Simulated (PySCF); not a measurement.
# Working out the ionisation energy of Ge⁺

Ge⁺ [Ar] 3d10 4s2 4p1 (2P) → Ge²⁺ [Ar] 3d10 4s2 (1S). Calculation: PySCF 2.14, in def2-TZVP (6s5p4d1f, 48 functions); no relativity, point nucleus. Frozen: [Ar] 3d10. Energies in hartree (1 hartree = 27.21139 eV):

```
            part   Ge⁺ (lower)  Ge²⁺ (upper)
             UHF  -2075.047610  -2074.488155
CCSD correlation     -0.051249     -0.040097
             (T)     -0.000800      0.000000
```

Question: What does Hartree-Fock give?

Answer: (-2074.488155) − (-2075.047610) = 0.559455 hartree = 15.224 eV.

Question: What do CCSD and CCSD(T) give?

Answer: The CCSD correlation energies differ by 0.011152 hartree = 0.303 eV and the triples by 0.000800 hartree = 0.022 eV, so CCSD gives 15.527 eV and CCSD(T) 15.549 eV.

Measured between the centres of the two terms (NIST): 15.789 eV, so CCSD(T) (valence) is off by -0.240 eV.

The calculation is non-relativistic.

What remains against the reference includes basis incompleteness, the frozen core and higher excitations.
